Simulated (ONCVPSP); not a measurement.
Reading a pseudo-wave (carbon (C))

Columns: radius, all-electron u(r) and pseudo u(r) of the 2p shell (level -8.02 eV) of carbon in the configuration [He] 2s2 2p1.75; LDA (Perdew-Wang 92), scalar-relativistic, ONCV scheme, ONCVPSP 4.0.1.

```tsv
r (bohr)	all-electron	pseudo
0.078	0.0322	0.0140
0.155	0.1027	0.0539
0.232	0.1888	0.1167
0.310	0.2788	0.1982
0.388	0.3645	0.2903
0.465	0.4411	0.3838
0.542	0.5081	0.4730
0.620	0.5659	0.5539
0.698	0.6135	0.6217
0.775	0.6512	0.6742
0.852	0.6803	0.7113
0.930	0.7018	0.7336
1.008	0.7161	0.7425
1.085	0.7241	0.7418
1.162	0.7268	0.7361
1.240	0.7250	0.7283
1.318	0.7192	0.7199
1.395	0.7104	0.7104
1.472	0.6989	0.6988
1.550	0.6850	0.6850
1.628	0.6694	0.6694
1.705	0.6526	0.6526
1.782	0.6348	0.6347
1.860	0.6159	0.6159
1.938	0.5964	0.5964
2.015	0.5769	0.5769
```

(1) How many radial nodes do the two functions have?

(2) At about which radius was the pseudo-wave matched?

(3) Where does each function peak?

(4) Is the pseudo-wave norm-conserving?

## Answers

(1) The all-electron 2p function has n − l − 1 = 0; the pseudo-wave has 0.

(2) 1.45 bohr, where the columns begin to agree (steps of 0.08 bohr).

(3) Outermost all-electron maximum near 1.16 bohr, pseudo maximum near 1.01 bohr (to the table’s step).

(4) Yes: the ONCV scheme keeps the norm inside the radius equal to the all-electron one, which fixes the energy derivative of the logarithmic derivative at the level.
